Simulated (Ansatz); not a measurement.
Cartesian coordinates in Å:
```
C 1.3742 0.9348 -2.3934
C -0.0075 0.4966 -2.8702
Ga -1.0644 -0.3082 -1.4362
F -2.7080 -0.9372 -1.6139
O -0.1116 -1.6181 -0.3640
C -0.4232 -3.0047 -0.4255
Ga -0.1210 -0.6414 1.3081
F -1.3756 -1.4147 2.2908
C 1.5982 -0.0422 2.0227
C 1.5246 1.3392 2.6686
O -1.0497 0.6799 0.2323
C -2.1924 1.3759 0.7126
H 1.3075 1.6744 -1.5913
H 1.9529 0.0912 -2.0084
H 1.9549 1.3850 -3.2037
H 0.0715 -0.2288 -3.6849
H -0.5692 1.3440 -3.2733
H 0.2873 -3.5642 0.1871
H -1.4363 -3.1972 -0.0667
H -0.3366 -3.3511 -1.4577
H 2.3121 -0.0415 1.1941
H 1.9536 -0.7859 2.7406
H 2.5041 1.6627 3.0324
H 0.8432 1.3507 3.5230
H 1.1747 2.0960 1.9619
H -2.5226 2.0969 -0.0388
H -3.0107 0.6866 0.9313
H -1.9299 1.9211 1.6222
```

Total charge 0; spin multiplicity 1.

(1) List the PBE/def2-TZVPP orbital energies in eV (Ansatz). (Estimate.)

## Answers

(1) Computed: Occupied: -10093.31, -10093.31, -1233.12, -1233.11, -1092.81, -1092.81, -1092.77, -1092.76, -1092.72, -1092.72, -658.13, -658.10, -510.92, -510.91, -270.33, -270.33, -268.98, -268.96, -268.90, -268.89, -143.09, -143.08, -97.63, -97.62, -97.55, -97.54, -97.41, -97.41, -27.35, -27.32, -25.71, -25.37, -19.81, -19.80, -19.78, -19.77, -19.72, -19.62, -19.59, -19.57, -19.49, -19.46, -18.62, -18.59, -17.15, -16.55, -15.10, -15.06, -12.76, -12.40, -11.66, -11.30, -11.06, -11.02, -10.89, -10.76, -10.45, -10.37, -9.95, -9.76, -9.21, -9.14, -8.57, -8.55, -8.36, -8.33, -8.30, -8.23, -8.20, -7.75, -7.48, -6.94, -6.85, -6.56. Lowest empty: -0.96, -0.45, 0.00, 0.16, 0.60, 0.79, 1.14, 1.24.
